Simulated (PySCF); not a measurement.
Static response to an electric field

Species: 4,4-dimethyl-1,3-dioxane, C6H12O2.
Structure used (GFN2-xTB), in Å, numbered top down from 1:
```
atom  x, y, z in Å
C1    -1.6847   -0.2840    1.2485
C2    -0.5521   -0.1807    0.2254
C3    -1.1240   -0.3829   -1.1844
C4     0.1595    1.1794    0.3572
C5     1.5347    1.1336   -0.3098
O6     2.2824    0.0315    0.1645
C7     1.5987   -1.1629   -0.0632
O8     0.3624   -1.2303    0.5718
H9    -1.2779   -0.2343    2.2546
H10   -2.3943    0.5262    1.1065
H11   -2.1952   -1.2358    1.1336
H12   -1.5025   -1.3980   -1.2774
H13   -1.9416    0.3137   -1.3485
H14   -0.3754   -0.2227   -1.9557
H15    0.3009    1.3932    1.4180
H16   -0.4478    1.9677   -0.0866
H17    1.4330    1.0655   -1.4042
H18    2.1204    2.0217   -0.0662
H19    1.4920   -1.3278   -1.1555
H20    2.2062   -1.9624    0.3682
```

Level: PBE0/def2-SVPD (PySCF), static field, nuclei fixed, core orbitals frozen in the response. The polarisability tensor in these axes (au):

```
x   83.26  0.47 -2.01
y    0.47 76.74  0.23
z   -2.01  0.23 73.92
```

**Question.** What are the eigenvalues, a third of the trace, and Δα (Δα² = ½Σ(αi − αj)² over the three pairs)?

**Answer.** Principal values 73.47, 76.75 and 83.70 au; mean 77.97 au = 11.55 Å³ = 12.86 × 10⁻⁴⁰ C²·m²/J; Δα = 9.05 au (12 % of the mean).

**Question.** What is the dipole moment, and where does it point?

**Answer.** (-1.32, 1.16, -1.25) D, 2.15 D in size, pointing from the negative to the positive side. Measured along this direction, the outermost atoms are H20 at the negative end and H13 at the positive end.

**Question.** What depolarisation ratio follows for Rayleigh scattering of linearly polarised light, taking the static tensor?

**Answer.** ρ = 3Δα²/(45ᾱ² + 4Δα²) = 245.7/(273587 + 327.6) = 0.000897.

**Question.** Orientational against electronic polarisability at 250 K (dilute gas, rigid molecules)?

**Answer.** In Gaussian units μ²/3kT = 44.80 Å³ against 11.55 Å³, a ratio of 3.88; the Debye molar polarisation (4π/3)N_A(α + μ²/3kT) is 142.1 cm³/mol, leaving out the vibrational part.

**Question.** Find the Langevin capture rate constant for NO+ (29.998 u) meeting this molecule (116.084 u), k = 2.342 × 10⁻⁹ cm³/s × √(α in Å³ / reduced mass in u).

**Answer.** The reduced mass is 23.84 u, so k = 1.63 × 10⁻⁹ cm³/s. The formula leaves out the permanent dipole, which adds to the capture rate.

Isolated species at its GFN2-xTB geometry (one conformer only).
